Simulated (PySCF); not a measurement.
## A survey of ²⁹Si NMR shifts

[PySCF: NMR shieldings at PBE0/pcSseg-1/GIAO; geometry from GFN2-xTB; a single conformation; no relativistic terms; fast rotation and ring inversion assumed for equivalent nuclei; in vacuum]

Shieldings were converted by a linear fit to measured shifts: ²⁹Si: δ = 279.94 − 0.822σ (rms 8.9 ppm, 72 shifts, 25.8 ppm with the 6 outliers that the fit left out vs TMS, solution or neat liquid). Occasional misses reach two or three times the rms, and more in compound classes unlike the fitted ones.

Task: Give the ²⁹Si shifts of `FC(F)(F)[SiH]([SiH3])[SiH3]`, `C=CC/C(=C/[SiH3])C[SiH3]`, `[SiH3][SiH2]C1=CCCCC1`.

Result: 
| compound | environment | δ (ppm) |
| --- | --- | --- |
| [F:1][C:2]([F:3])([F:4])[SiH:5]([SiH3:6])[SiH3:7] | Si5: silicon bonded to C, 2 Si, H | -66.6 |
| [F:1][C:2]([F:3])([F:4])[SiH:5]([SiH3:6])[SiH3:7] | Si6/7: silicon bonded to Si, 3 H (×2) | -99.8 |
| [CH2:1]=[CH:2][CH2:3]/[C:4](=[CH:5]/[SiH3:6])[CH2:7][SiH3:8] | Si8: silicon bonded to C, 3 H | -66.3 |
| [CH2:1]=[CH:2][CH2:3]/[C:4](=[CH:5]/[SiH3:6])[CH2:7][SiH3:8] | Si6: silicon bonded to C, 3 H | -80.8 |
| [SiH3:1][SiH2:2][C:3]1=[CH:4][CH2:5][CH2:6][CH2:7][CH2:8]1 | Si2: silicon bonded to C, Si, 2 H | -66.5 |
| [SiH3:1][SiH2:2][C:3]1=[CH:4][CH2:5][CH2:6][CH2:7][CH2:8]1 | Si1: silicon bonded to Si, 3 H | -105.0 |

Task: Order these by ²⁹Si shift, lowest first.
A. C[C@@H]1CS[Si@@H]1c1ccco1
B. C=C1C(=C)C(CC=O)=C1[SiH3]
C. COc1ccc(S[SiH3])cc1

Result: B (-89.3 ppm, silicon bonded to C, 3 H), C (-44.5 ppm, silicon bonded to S, 3 H), A (-16.8 ppm, silicon bonded to 2 C, S, H, in a 4-membered ring).
